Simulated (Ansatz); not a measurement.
`C#[C][SnH]([Cl])[Cl]` and `C[O][SnH]([Cl])[Cl]` differ in one atom or group.

Ansatz, PBE0-D4/def2-TZVP geometries, multiplicity 1. Each molecule was computed in one conformer, which needn't be the lowest.

Elements past krypton have def2 core potentials.

```tsv
property	`C#[C][SnH]([Cl])[Cl]`
size of the dipole moment (ωB97M-V/def2-TZVPP) / D	2.68
zero-point energy (PBE0-D4/def2-TZVP) / kJ/mol	73.4
HOMO energy (ωB97M-V/def2-TZVPP) / eV	-11.14
HOMO–LUMO gap (PBE0/def2-TZVPP) / eV	7.39
size of the dipole moment (PBE/def2-TZVPP) / D	2.55
HOMO energy (B3LYP/def2-TZVPP) / eV	-8.60
```

Task: Give the same properties after the change, and the shifts. (An estimate is asked.)

Result: Ansatz gave: 
| property | `C[O][SnH]([Cl])[Cl]` | shift |
| --- | --- | --- |
| size of the dipole moment (ωB97M-V/def2-TZVPP) / D | 1.17 | -1.51 |
| zero-point energy (PBE0-D4/def2-TZVP) / kJ/mol | 134.0 | 60.6 |
| HOMO energy (ωB97M-V/def2-TZVPP) / eV | -10.79 | 0.35 |
| HOMO–LUMO gap (PBE0/def2-TZVPP) / eV | 6.64 | -0.75 |
| size of the dipole moment (PBE/def2-TZVPP) / D | 1.20 | -1.35 |
| HOMO energy (B3LYP/def2-TZVPP) / eV | -8.14 | 0.46 |

With PBE0 the HOMO rises by 0.49 eV and the LUMO falls by 0.26 eV, so the gap narrows by about 0.75 eV. PBE moves the HOMO by 0.79 eV and ωB97M-V by 0.35 eV. The zero-point energy changes by 60.6 kJ/mol with +6 modes. Dipoles are sizes alone; their direction can turn.

B3LYP here is the variant with VWN-RPA as its local correlation; programs differ in this.
